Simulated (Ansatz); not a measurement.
Geometry optimisation, RKS revPBE-D4/6-31G* (Ansatz).

input.yaml

```yaml
crystal:
  periodic: [false, false, false]
  atoms:
    - { symbol: C, position_ang: [-0.0892, -2.2788, -0.0269] }
    - { symbol: "N", position_ang: [1.1167, -1.7302, -0.5436] }
    - { symbol: C, position_ang: [1.3965, -0.4739, -0.6351] }
    - { symbol: B, position_ang: [2.64923, 0.1583, -1.22273] }
    - { symbol: C, position_ang: [3.63299, 1.32764, -1.59641] }
    - { symbol: Si, position_ang: [4.58314, -0.11181, -2.01932] }
    - { symbol: H, position_ang: [-0.952, -1.8558, -0.6556] }
    - { symbol: H, position_ang: [-0.2406, -1.9082, 1.0125] }
    - { symbol: H, position_ang: [-0.1246, -3.325, -0.0447] }
    - { symbol: H, position_ang: [0.61095, 0.24623, -0.35072] }
    - { symbol: H, position_ang: [4.01931, 1.89211, -0.75901] }
    - { symbol: H, position_ang: [3.24937, 1.91554, -2.50735] }
    - { symbol: H, position_ang: [5.44586, -0.74873, -0.95359] }
    - { symbol: H, position_ang: [4.40716, -0.75188, -3.35365] }
basis:
  gaussian: { orbitals: "6-31G*" }
hamiltonian:
  xc: revpbe
  dispersion: d4
relax:
  f_tol: 0.015
  max_steps: 40
output:
  orbitals: {}
```

Run as:

```bash
$ ansatz run input.yaml --threads 2 --pin off --max-ram 3072MiB --backend cpu --events-out ev --progress --plain --runs-dir out
```

Problem. Where does it end, and by what steps?

Solution. The run converged. The force dipped under the threshold on the way, but the program's further checks kept it going. After 30 steps the energy has fallen by 1.418 eV; H9 moved furthest, 1.01 Å.

```json
{"step": "0", "energy less start (eV)": "0.0000", "largest force component (eV/Å)": "3.399", "accepted": "yes"}
{"step": "2", "energy less start (eV)": "-0.9854", "largest force component (eV/Å)": "1.389", "accepted": "yes"}
{"step": "4", "energy less start (eV)": "-1.1141", "largest force component (eV/Å)": "0.228", "accepted": "yes"}
{"step": "6", "energy less start (eV)": "-1.1372", "largest force component (eV/Å)": "0.291", "accepted": "yes"}
{"step": "8", "energy less start (eV)": "-1.2030", "largest force component (eV/Å)": "0.734", "accepted": "yes"}
{"step": "10", "energy less start (eV)": "-1.3382", "largest force component (eV/Å)": "0.499", "accepted": "yes"}
{"step": "12", "energy less start (eV)": "-1.3732", "largest force component (eV/Å)": "0.340", "accepted": "yes"}
{"step": "14", "energy less start (eV)": "-1.3934", "largest force component (eV/Å)": "0.147", "accepted": "yes"}
{"step": "16", "energy less start (eV)": "-1.4022", "largest force component (eV/Å)": "0.149", "accepted": "yes"}
{"step": "18", "energy less start (eV)": "-1.4045", "largest force component (eV/Å)": "0.130", "accepted": "no"}
{"step": "20", "energy less start (eV)": "-1.4111", "largest force component (eV/Å)": "0.111", "accepted": "yes"}
{"step": "22", "energy less start (eV)": "-1.4138", "largest force component (eV/Å)": "0.091", "accepted": "yes"}
{"step": "24", "energy less start (eV)": "-1.4154", "largest force component (eV/Å)": "0.024", "accepted": "yes"}
{"step": "26", "energy less start (eV)": "-1.4165", "largest force component (eV/Å)": "0.066", "accepted": "yes"}
{"step": "28", "energy less start (eV)": "-1.4174", "largest force component (eV/Å)": "0.015", "accepted": "yes"}
{"step": "30", "energy less start (eV)": "-1.4176", "largest force component (eV/Å)": "0.013", "accepted": "yes"}
```

```xyz
14
Properties=species:S:1:pos:R:3
C -0.030 -2.156 0.037
N 1.055 -1.685 -0.813
C 1.324 -0.417 -0.787
B 2.486 0.167 -1.647
C 3.410 1.332 -1.458
Si 4.204 -0.516 -2.187
H -0.773 -2.678 -0.594
H -0.540 -1.359 0.622
H 0.374 -2.915 0.734
H 0.719 0.271 -0.146
H 3.458 1.898 -0.514
H 3.948 1.854 -2.265
H 5.014 -1.456 -1.338
H 5.056 0.015 -3.299
```

Time of the run: 86 s on 2 threads of Arm Neoverse V1 (shared host), peak memory 0.14 GiB.
